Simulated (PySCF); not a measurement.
C4H4BF, SMILES C1=CB(C=C1)F.

Geometry optimised at B3LYP-D3(BJ)/def2-SVP. This is a generated structure with no PubChem entry under its InChIKey; it may be hypothetical.

Level of theory: PBE/def2-TZVP (PySCF).

Symmetry labels are those of the subgroup C2v that the program uses (full group C2v).

Computed valence orbital energies around the gap with their symmetry:
```tsv
orbital	symmetry	energy (eV)
HOMO−7	B1	-11.04
HOMO−6	B2	-10.75
HOMO−5	B2	-9.97
HOMO−4	A1	-9.83
HOMO−3	B1	-8.59
HOMO−2	A1	-8.59
HOMO−1	B2	-7.27
HOMO	A2	-5.78
LUMO	B1	-3.56
LUMO+1	A2	0.39
LUMO+2	A1	0.83
LUMO+3	A1	0.89
```
